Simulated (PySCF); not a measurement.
C2H6O2Te, SMILES CO[Te]OC.

Coordinates come from a PBE0-D3(BJ)/def2-SVP optimisation. The def2 effective core potentials stand for the cores of Te; spin–orbit coupling is left out. One conformer was computed; it need not be the lowest.

These are PySCF with PBE/def2-TZVP values and carry that method's errors.

Symmetry labels are those of the subgroup C2 that the program uses (full group C2).

List the valence orbital energies around the gap with their symmetry. (An estimate is asked for; the answer gives what the named calculation found.)


| orbital | symmetry | energy (eV) |
|---|---|---|
| HOMO−7 | A | -10.70 |
| HOMO−6 | B | -10.65 |
| HOMO−5 | A | -10.22 |
| HOMO−4 | A | -7.74 |
| HOMO−3 | B | -7.71 |
| HOMO−2 | A | -6.62 |
| HOMO−1 | B | -6.62 |
| HOMO | B | -5.03 |
| LUMO | B | -2.54 |
| LUMO+1 | A | -1.97 |
| LUMO+2 | A | 0.76 |
| LUMO+3 | B | 1.33 |
